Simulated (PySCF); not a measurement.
# Bond lengths and vibrations by method: BClFH

These are calculations, not measurements. The program is PySCF 2.14.0, an open-source quantum chemistry code, run on an isolated molecule that a program drew, which may never have been made. The molecule is BClFH (charge 0, singlet), drawn as the SMILES string `FBCl`.

The geometry was optimised and harmonic frequencies were computed with HF and MP2, all in the cc-pV(D+d)Z basis, for the commonest isotopes, with a restricted reference for singlets and an unrestricted one otherwise, and a frozen core in MP2. Each result is a local minimum of its method.

Geometry at the HF minimum:
```xyz
4
BClFH, angstrom
F     0.6640    0.8328    1.2504
B     0.9107   -0.0473    0.3049
Cl   -0.0805   -0.0226   -1.1406
H     1.7869   -0.8386    0.4341
```

Lengths of the bonds as drawn, in Å (atoms numbered as above):
| bond | HF | MP2 |
|---|---|---|
| F1-B2 | 1.315 | 1.333 |
| B2-Cl3 | 1.753 | 1.748 |
| B2-H4 | 1.188 | 1.198 |

Rotational constants, in GHz:
| constant | HF | MP2 |
|---|---|---|
| A | 61.29 | 61.07 |
| B | 5.565 | 5.502 |
| C | 5.102 | 5.047 |

Harmonic frequencies in cm^-1, each column in rising order, so a row needn't be the same motion in every method:
```
rank,HF,MP2
1,417,405
2,846,842
3,926,?
4,1161,1114
5,1353,1314
6,2835,2754
```

**Estimate the missing MP2 frequency from the HF column.**

A single factor s that minimises the squared misfit of MP2 against s times HF over the other rows is sum(HF x MP2) / sum(HF^2) = 0.9715, with an rms misfit of 11 cm^-1. For rank 3 it gives 0.9715 x 926 = 900 cm^-1. The calculation gives 888 cm^-1, 12 cm^-1 below the estimate. The drawn bonds are on average 0.6 % longer in MP2 than in HF.
